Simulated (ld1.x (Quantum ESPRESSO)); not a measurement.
**platinum (Pt): variants of one TM potential**

Base potential:

```
Element                 : platinum (Pt)
Generator               : ld1.x (Quantum ESPRESSO) 7.5
Type                    : norm-conserving Troullier–Martins (Kleinman–Bylander form)
Functional              : LDA (PZ)
Relativity              : scalar-relativistic
Frozen core             : [Xe] 4f14
Valence charge          : 10
Reference configuration : 5d9.5 6s0.5 6p0
Partial waves           : 6s (bound): rc 2.05 bohr; 6p (bound, empty): rc 3.25 bohr; 5d (bound): rc 2.05 bohr
Local potential         : the d channel
Core correction         : none
```

Cutoffs, loose and tight: the cutoffs (Ry, on a coarse ladder) from which the occupation-weighted sum of valence levels, in a spherical-Bessel basis at the reference potential, stays within 10 and 1 mRy of its value at 400 Ry. They do not see the model core or the augmentation charge, which bear on the density cutoff. Test errors are all-electron minus pseudo excitation energies from the reference, over the configurations 5d9 6s1 6p0; 5d9 6s0 6p0; 5d8 6s0 6p0; 5d9 6s0 6p1; 5d8 6s1 6p0; 5d6 6s0 6p0; 5d8 6s2 6p0 (two spin-polarised tests are not counted in the largest error). A dash means not determined; rows that change the core or the reference have their own tests. The largest error is taken over the tests solved by every variant that gives reliable tests at all: 5d6 6s0 6p0; 5d8 6s0 6p0; 5d8 6s1 6p0; 5d8 6s2 6p0; 5d9 6s0 6p0; 5d9 6s1 6p0.

A true bound ghost makes a file unfit for plane-wave use even where its test errors are small: the radial tests pick states by their node count and pass the ghost by. Where a test does run into it, the solver fails or the error is huge.

| change | outcome | cutoff, loose | cutoff, tight | bound ghosts | largest test error (meV) |
| --- | --- | --- | --- | --- | --- |
| base | generated | 40 Ry | 50 Ry | s, p | -192 |
| all radii scaled by about 0.76 (s 1.56, p 2.48, d 1.56 bohr) | generated | 55 Ry | 90 Ry | s, p | -222 |
| all radii scaled by about 0.94 (s 1.94, p 3.06, d 1.94 bohr) | generated | 40 Ry | 50 Ry | s, p | -192 |
| all radii scaled by about 1.09 (s 2.24, p 3.56, d 2.24 bohr) | generated | 40 Ry | 45 Ry | s, p | -207 |
| all radii scaled by about 1.15 (s 2.36, p 3.76, d 2.36 bohr) | generated | 35 Ry | 45 Ry | s, p | -219 |
| all radii scaled by about 1.27 (s 2.60, p 4.14, d 2.60 bohr) | generated | 35 Ry | 40 Ry | s | -227 |
| all radii scaled by about 1.40 (s 2.86, p 4.54, d 2.86 bohr) | generated | 30 Ry | 35 Ry | s | -174 |

(1) What comes out with this change to the base: all radii scaled by about 0.88 (s 1.80, p 2.86, d 1.80 bohr)?

Answers

(1) outcome: generated; cutoff, loose: 40 Ry; cutoff, tight: 55 Ry; bound ghosts: s, p; largest test error (meV): -200.

Reading the sweep of the scale of all radii (base = 1) (base included, trends over the rows without a ghost): Bound ghosts are found at 0.76, 0.88, 0.94, 1, 1.09, 1.15, 1.27, 1.4. Every judged row has one, so this setting neither creates nor removes them.
